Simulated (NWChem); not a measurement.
System: C3H2FNS; SMILES Fc1nccs1

All runs: NWChem. Pople sets run with spherical d functions. Each level has its own optimisation; frequencies are unscaled. Brackets give each atom's bonded neighbours.

For level B3LYP/6-31G*:

```
Property                           Result
---------------------------------  ------
r C–N [C(FNS)–N(CC)] (Å)            1.284
r C–S [C(FNS)–S(CC)] (Å)            1.751
highest harmonic frequency (cm⁻¹)    3285
lowest (cm⁻¹)                         276
zero-point energy (kcal/mol)         29.9
dipole (D)                           2.34
```

Q: How do the values read with level Hartree-Fock/3-21G instead?

A: 
| Property | Result |
|---|---|
| r C–N [C(FNS)–N(CC)] (Å) | 1.252 |
| r C–S [C(FNS)–S(CC)] (Å) | 1.812 |
| highest harmonic frequency (cm⁻¹) | 3493 |
| lowest (cm⁻¹) | 292 |
| zero-point energy (kcal/mol) | 32.2 |
| dipole (D) | 3.07 |
